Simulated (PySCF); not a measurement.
# BaF₂: from structure and modes to constants

All numbers come from PBE0 in PySCF with Ba x2c-TZVPall, F x2c-TZVPall; spin-free X2C, no spin–orbit coupling; density-fitted integrals.

The singlet minimum has C2v symmetry. Masses (u): Ba 137.90524, F 18.99840.

```xyz
3
charge 0 multiplicity 1, angstrom
Ba    0.0000    0.0000   -0.2345
F     1.8987    0.0000    0.8868
F    -1.8987    0.0000    0.8868
```

Harmonic wavenumbers (cm⁻¹): 90.5 (a1, ×1), 433.4 (b2, ×1), 456.0 (a1, ×1).

Question: Find the principal moments of inertia and the rotational constants. What kind of rotor is it?

Answer: About the centre of mass I = 37.451, 136.98, 174.43 u Å². With B = 16.8576/I this gives 0.4501, 0.1231, 0.09664 cm⁻¹. The molecule is an asymmetric top with κ = -0.85.

Question: Find the vibrational entropy and heat capacity at 298.15 K.

Answer: With u = 1.43878 ω/T, each mode gives S = R[u/(eᵘ−1) − ln(1−e⁻ᵘ)] and C = R u² eᵘ/(eᵘ−1)².
| ω (cm⁻¹) | u | S (J/(mol K)) | C (J/(mol K)) |
| --- | --- | --- | --- |
| 90.5 | 0.437 | 15.27 | 8.18 |
| 433.4 | 2.091 | 3.55 | 5.85 |
| 456.0 | 2.200 | 3.25 | 5.64 |
The sums over all modes are S = 22.1 and C = 19.7 J/(mol K); the softest mode gives 69 % of the entropy.

Question: Give the standard entropy (298.15 K, 1 bar) by its translational, rotational, vibrational and spin parts, and Cp.

Answer: Sackur–Tetrode with M = 175.90 u gives 173.3; rotation with symmetry number 2 gives 99.7; vibration 22.1; spin R ln 1 = 0.0. The total is 295.1 J/(mol K), and Cp = 4 R + 19.7 = 52.9 J/(mol K).

Only a few start shapes were tried, so a lower isomer may exist.
